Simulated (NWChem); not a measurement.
# C₂H₅ClSi; SMILES C=C([SiH3])Cl

Computed with NWChem. Pople sets run with spherical d functions. All runs use the structure optimised with PBE-D3(BJ)/def2-SVP. Level PBE/6-31G*: energy and gradient on several grids; changes count from the extra-fine grid, which is no exact limit either.

Which is the coarsest grid (xcoarse; medium; fine; coarse; xfine) from which on the energy stays within 500 μHa and each gradient component within 500 μHa/bohr of xfine?

coarse.
```
grid     size of the energy change (μHa)  largest change of a gradient component (μHa/bohr)
-------  -------------------------------  -------------------------------------------------
xcoarse                             2000                                               1000
coarse                                40                                                200
medium                                10                                               < 30
fine                                < 10                                               < 30
xfine                               < 10                                               < 30
```
